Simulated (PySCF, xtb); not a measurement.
HSn, SMILES [SnH] (connectivity only; charge and spin as stated), neutral, multiplicity 2.

Harmonic wavenumbers (cm⁻¹) from GFN2-xTB run with xtb at its own minimum, in rising order: 1426.

Question: What does PBE-D3(BJ)/def2-TZVPD in PySCF give at its own minimum? (The exact figures need the calculation; the answer reports its results.)

Answer: 1641. Paired by order, the mean absolute difference is 215 cm⁻¹ and the zero-point energies are 2.0 and 2.3 kcal/mol.
